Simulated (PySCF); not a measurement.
**I³⁶⁺: ionisation energy**

I³⁶⁺ [Ne] 3s2 3p5 (2P) → I³⁷⁺ [Ne] 3s2 3p4 (3P), as a difference of total energies. Calculation: PySCF 2.14, in an even-tempered Gaussian basis (18 s from 5.9 bohr⁻², ratio 2.5; 12 p from 7.7 bohr⁻², ratio 2.5; 5 d from 35 bohr⁻², ratio 2.7; 4 f from 52 bohr⁻², ratio 2.7); the spin-free X2C one-electron Hamiltonian (Gaussian nucleus). Correlated levels: outer shells: 1s2 frozen; virtual orbitals above 40 to 60 times the deepest correlated orbital energy dropped. The calculations carry no spin-orbit coupling.

| method | ionisation energy (eV) |
| --- | --- |
| UHF | 2531.8 |
| LDA | 2533.9 |
| PBE | 2534.3 |
| PBE0 | 2534.2 |
| r2SCAN | 2534.5 |
| BP86 | 2535.0 |
| TPSSh | 2534.2 |
| MP2 (outer shells) | 2532.8 |
| SCS-MP2 (outer shells) | 2532.8 |

Spin-orbit coupling is strong in these open shells (close to jj coupling). The scalar numbers leave it out and a first-order estimate fails, so it can dominate the gap to the real levels.

Breit and QED terms and the two-electron picture change are absent.

For comparison: 2510 ± 5 eV (theoretical estimate listed by NIST; NIST Atomic Spectra Database, ionization energies).
